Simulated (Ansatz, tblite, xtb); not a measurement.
**How methods differ on TiH2S2F2 (SMILES [F][Ti]([F])([SH])[SH])**

TiH2S2F2: 7 atoms, total charge 0, spin state singlet. SMILES: `[F][Ti]([F])([SH])[SH]`. The coordinates come from a PBE0-D4/def2-TZVP relaxation. This is one conformer, not always the lowest.

```xyz
7

F    -0.3696   -2.1208   -0.1838
Ti    0.2339   -0.5485    0.2615
F     1.4834   -0.5206    1.4751
S    -1.4155    0.7634    1.1207
S     0.9573    0.3534   -1.6989
H    -2.1957    0.5345    0.0454
H     1.3672    1.4706   -1.0656
```

Each level gives the dipole moment (D). The values are calculated.

```csv
level,kind,program,value (D),less CCSD(T)/6-31G*,CPU time
GFN1-xTB,semi-empirical,tblite,2.56,+1.64,under 2 s
GFN2-xTB,semi-empirical,xtb,0.83,-0.09,under 2 s
IPEA1-xTB,semi-empirical,tblite,3.14,+2.22,under 2 s
r2SCAN/6-31G* (spherical functions),meta-GGA,Ansatz,0.60,-0.32,38 s
B3LYP/6-31G* (spherical functions),global hybrid,Ansatz,0.72,-0.20,26 s
B3LYP/6-31G* (Cartesian functions),global hybrid,Ansatz,0.72,-0.20,31 s
CCSD(T)/6-31G* (spherical functions),coupled cluster or CI,Ansatz,0.92,0.00,4.3 min
```

Differences are taken from CCSD(T)/6-31G* (spherical functions) for orientation; it has basis-set and higher-order errors of its own. The values span 0.60 to 3.14 D. Magnitudes only: a small dipole may point the other way at some levels. CPU times are rough (shared hosts, several kinds of processor): they show what a rung costs within a factor of a few.
